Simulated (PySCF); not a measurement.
## How methods differ on the ionisation energy of As

As [Ar] 3d10 4s2 4p3 (4S) → As⁺ [Ar] 3d10 4s2 4p2 (3P), as a difference of total energies. All numbers are calculated (PySCF 2.14, the spin-free X2C one-electron Hamiltonian (Gaussian nucleus), in cc-pVTZ-DK). Correlated levels: valence: [Ar] 3d10 frozen. The calculations carry no spin-orbit coupling.

```
           method  ionisation energy (eV)
              UHF                   9.413
            M06-L                   9.570
             TPSS                   9.905
    MP2 (valence)                   9.885
SCS-MP2 (valence)                   9.740
   CCSD (valence)                   9.853
CCSD(T) (valence)                   9.884
```

How much does correlation contribute at CCSD(T) (valence)?

9.884 − (9.413) = 0.471 eV, measured against UHF.

Errors of the correlated levels include the incompleteness of this basis and the frozen core.

For comparison: 10.008 eV (measured; NIST levels, between the centres of gravity of the two terms).
